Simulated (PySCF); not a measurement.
HO3S, charge -1. Atoms are numbered in the order given.

```xyz
5

O     -0.2799     1.3841     0.1904
S     -0.2254    -0.0245    -0.3669
O     -0.9489    -1.0020     0.5148
O      1.4693    -0.3744    -0.0445
H      1.6814     0.3300     0.5844
```
Charge -1, spin multiplicity 1.

The structure is a stationary point at PBE0-D3(BJ)/def2-SVPD. Other conformers were not sampled.

Method: PySCF with PBE/pcSseg-2.

GIAO shieldings, no solvent; atoms listed in one row are averaged. δ = σ(ref) − σ: ¹⁷O against H2O (σ = 327.5 ppm); ³³S against H2S (σ = 705.0 ppm); ¹H against TMS (σ = 31.47 ppm), references at their B3LYP-D3(BJ)/def2-TZVP geometries, non-relativistic.

Computed chemical shifts:
```
nucleus  atoms  count  δ (ppm)
-------  -----  -----  -------
¹⁷O         O3      1    329.1
¹⁷O         O1      1    320.8
¹⁷O         O4      1    286.2
³³S         S2      1    762.9
¹H          H5      1     1.61
```
